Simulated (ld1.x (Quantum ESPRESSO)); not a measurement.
## Sn: TM pseudisation with PBE, scalar-relativistic reference atom.

| Item | Value |
| --- | --- |
| Element | Sn |
| Generator | ld1.x (Quantum ESPRESSO) 7.5 |
| Type | norm-conserving Troullier–Martins (Kleinman–Bylander form) |
| Functional | PBE |
| Relativity | scalar-relativistic |
| Frozen core | [Kr] 4d10 |
| Valence charge | 4 |
| Reference configuration | 5s2 5p2 |
| Partial waves | 5s (bound): rc 1.85 bohr; 5p (bound): rc 2.05 bohr |
| Local potential | all-electron potential smoothed inside 1.60 bohr (lloc = -2) |
| Core correction | a·sin(br)/r model core inside 1.55 bohr |

* Cutoffs needed: 21 Ry and 40 Ry (the cutoffs (Ry, on a coarse ladder) from which the occupation-weighted sum of valence levels, in a spherical-Bessel basis at the reference potential, stays within 10 and 1 mRy of its value at 400 Ry)
* Ghost test: no extra level below or beside the all-electron valence levels (s, p, d, f tested) (spherical-Bessel basis up to 400 Ry, 20 bohr box)
* Largest excitation error: -283 meV (all-electron minus pseudo) for 5s1 5p0, out of 7 test configurations
